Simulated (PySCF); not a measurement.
A calculated (BP86, PySCF 2.14, aug-cc-pVQZ with one added diffuse shell each of s, p, d, f, g type, the non-relativistic Hamiltonian (point nucleus)) atom or ion has these occupied shells.

```tsv
shell	electrons	orbital energy (eV)	rms radius, mean of both spins (bohr)
1s	2	-1280.1	0.152
2s	2	-100.03	0.763
2p	6	-67.133	0.772
```

Q: Name the element and its charge.

A: Mg²⁺ (magnesium, charge +2), in [Ne], closed-shell 1S.
